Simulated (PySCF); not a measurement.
# How methods differ on the electron affinity of Fe

Fe⁻ [Ar] 3d7 4s2 (4F) → Fe [Ar] 3d6 4s2 (5D), as a difference of total energies. Computed with PySCF 2.14 in x2c-TZVPPall with one added diffuse shell each of s, p, d, f type (7s6p5d3f1g, 80 functions), with the spin-free X2C one-electron Hamiltonian (Gaussian nucleus). Correlated levels: valence: [Ar] frozen. The calculations carry no spin-orbit coupling.

| method | electron affinity (eV) | difference from reference (eV) |
| --- | --- | --- |
| UHF | -2.282 | -2.435 |
| MP2 (valence) | -0.272 | -0.425 |
| SCS-MP2 (valence) | -0.252 | -0.405 |
| CCSD (valence) | -0.498 | -0.651 |
| CCSD(T) (valence) | -0.224 | -0.377 |

Reference: 0.153 eV (measured; photodetachment measurements, as compiled on the Wikipedia data page of electron affinities).

The reference lies between the lowest fine-structure levels, while these numbers refer to the centres of the terms.

Errors of the correlated levels include the incompleteness of this basis and the frozen core.

A negative affinity means that the anion lies above the atom at that level of theory.

The coupled-cluster amplitudes are large for Fe⁻ (T1 above 0.03 or a double amplitude above 0.15), so a single reference is strained.
